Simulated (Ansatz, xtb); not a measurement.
C3H3BrO2: 4 structures ranked

4 gas-phase structures of C3H3BrO2, from a drawn sample of its isomers (lower ones may exist). Each was relaxed with GFN2-xTB; where two conformers were screened, the lower at r2SCAN-D4/def2-SVP//GFN2-xTB is listed:

A. `O=C(O)/C=C/Br`, a singlet
B. `C=C(Br)C(=O)O`, a singlet
C. `COC(Br)=C=O`, a singlet
D. `C=C(Br)OC=O`, a singlet

Task: Which do you expect lowest at r2SCAN-D4/def2-SVP//GFN2-xTB, and how would the others follow?

Result: Calculated order at r2SCAN-D4/def2-SVP//GFN2-xTB: A (0.0), B (13.1), D (83.3), C (198.3) kJ/mol.

Energies above the lowest of each column, in kJ/mol; the last columns are at r2SCAN-D4/def2-SVP geometries and were run for some of them only (a dash: not run or not comparable):

```tsv
structure	GFN2-xTB	HF/STO-3G	r2SCAN-D4/def2-SVP//GFN2-xTB	r2SCAN-D4/def2-SVP	CCSD(T)/def2-SVP + ΔMP2/def2-TZVPP
A	0.0	0.0	0.0	0.0	0.0
B	10.6	9.7	13.1	11.8	9.8
D	29.9	28.7	83.3	81.9	83.3
C	98.6	103.8	198.3	–	–
```

Every level run on A puts it lowest or level with the lowest. Flexible structures stand in one conformer each, not always the lowest. Frequencies (GFN2-xTB) were run for A, B, D alone. ΔMP2 is the change of the MP2 energy from the smaller to the larger basis.

Over these structures GFN2-xTB departs from r2SCAN-D4/def2-SVP//GFN2-xTB by 37.7 kJ/mol on average once a common shift is removed. A GFN2-xTB relaxation took about 0.16 s and the r2SCAN-D4/def2-SVP//GFN2-xTB energy about 1.9 s on a shared host (Ansatz 0.2.0, xtb 6.7.1).
